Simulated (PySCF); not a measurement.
A structure optimised at PBE-D3(BJ)/def2-SVP, used in a PySCF frequency run:

```xyz
11

Al     0.2055     0.0394     0.0000
Cl    -0.6359     1.9968     0.0000
C      2.1529    -0.1335     0.0000
H      2.4948    -1.1885     0.0000
H      2.5903     0.3670    -0.8897
H      2.5903     0.3670     0.8897
C     -1.0277    -1.4689     0.0000
C     -0.5712    -2.7430     0.0000
H     -2.1257    -1.3279     0.0000
H     -1.2434    -3.6216     0.0000
H      0.5090    -2.9807     0.0000
```
Charge 0, spin multiplicity 1.

Problem. Write its SMILES, formula and point group.

Solution. C=[CH][Al]([CH3])[Cl], C3H6AlCl, Cs

Problem. What are its rotational constants (standard atomic weights)?

Solution. 4.3938, 1.7787, 1.2763 GHz
